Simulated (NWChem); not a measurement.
Molecule: KCl; SMILES [Cl][K]

```xyz
2

K      0.0000     0.0000    -1.2555
Cl     0.0000     0.0000     1.3988
```
Atoms are numbered in this order, from 1.

Computed with NWChem. STO-3G and 3-21G are far too small for this property and stand as cheap habits. Coordinates come from a PBE0/def2-SVP optimisation. GIAO values for the isolated, static molecule; σ is the absolute isotropic shielding.

| level | σ K1 (ppm) | σ Cl2 (ppm) |
|---|---|---|
| PBE0/pcSseg-1 | 1237.1 | 951.7 |
| Hartree-Fock/STO-3G | 1227.1 | 1384.8 |
| PBE/pcSseg-1 | 1233.2 | … |

What belongs in the gaps?


- PBE/pcSseg-1, σ Cl2 (ppm): 918.3
